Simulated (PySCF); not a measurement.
**¹⁷O chemical shifts**

PySCF 2.14 calculation with shielding tensors at PBE0/pcSseg-1 (GIAO) and GFN2-xTB geometry; a single conformation, non-relativistic, in vacuum, one averaged value for each set of equivalent atoms.

Shieldings were converted by a linear fit to measured shifts: ¹⁷O: δ = 266.70 − 0.911σ (rms 10.7 ppm, 155 shifts, 12.2 ppm with the 3 outliers that the fit left out vs liquid water, solution or neat liquid). A few per cent of atoms miss by over 2 rms, more outside the fitted compound classes.

**Question.** Give the ¹⁷O shifts of `CCO[Si@H](CCl)O[SiH3]`, `CCC[SiH2]O/C=C/F`, `O[SiH2][Si@H]([SiH3])N([SiH3])C[SiH3]`, `O=COc1cc[n+]([O-])cc1`, `C#Cc1cpco1`, `C=C(C)[SiH2][C@H](F)CO`, `O=COc1ccccc1`.

**Answer.** 
```csv
compound,environment,δ (ppm)
[CH3:1][CH2:2][O:3][Si@H:4]([CH2:5][Cl:6])[O:7][SiH3:8],"O3: oxygen bonded to C, Si",18.5
[CH3:1][CH2:2][O:3][Si@H:4]([CH2:5][Cl:6])[O:7][SiH3:8],O7: oxygen bonded to 2 Si,-6.1
CCC[SiH2]O/C=C/F,"oxygen bonded to C, Si",13.5
O[SiH2][Si@H]([SiH3])N([SiH3])C[SiH3],"oxygen bonded to Si, H",-38.6
[O:1]=[CH:2][O:3][c:4]1[cH:5][cH:6][n+:7]([O-:8])[cH:9][cH:10]1,O8: oxygen bonded to N,393.6
[O:1]=[CH:2][O:3][c:4]1[cH:5][cH:6][n+:7]([O-:8])[cH:9][cH:10]1,O1: ester carbonyl oxygen,380.6
[O:1]=[CH:2][O:3][c:4]1[cH:5][cH:6][n+:7]([O-:8])[cH:9][cH:10]1,O3: ester alkoxy oxygen,190.3
C#Cc1cpco1,aromatic ring oxygen,294.6
C=C(C)[SiH2][C@H](F)CO,alcohol oxygen,-7.8
[O:1]=[CH:2][O:3][c:4]1[cH:5][cH:6][cH:7][cH:8][cH:9]1,O1: ester carbonyl oxygen,377.7
[O:1]=[CH:2][O:3][c:4]1[cH:5][cH:6][cH:7][cH:8][cH:9]1,O3: ester alkoxy oxygen,197.2
```

**Question.** Match the shifts 333.9, 294.6, 10.3, -27.0 ppm to `N[Si@H](O[SiH2]C[SiH3])[SiH2][SiH3]`, `[SiH3]N[Si@@H]([SiH3])C[SiH2]O[SiH3]`, `NC(=O)C(F)(F)F`, `C#Cc1cpco1`.

**Answer.** 333.9: NC(=O)C(F)(F)F (amide-type carbonyl oxygen); 294.6: C#Cc1cpco1 (aromatic ring oxygen); 10.3: N[Si@H](O[SiH2]C[SiH3])[SiH2][SiH3] (oxygen bonded to 2 Si); -27.0: [SiH3]N[Si@@H]([SiH3])C[SiH2]O[SiH3] (oxygen bonded to 2 Si).

In solution the two oxygens of a carboxylic acid give one averaged line by proton exchange, and hydrogen bonding shields acid and N–H amide carbonyl oxygens by tens of ppm; neither is in these numbers.
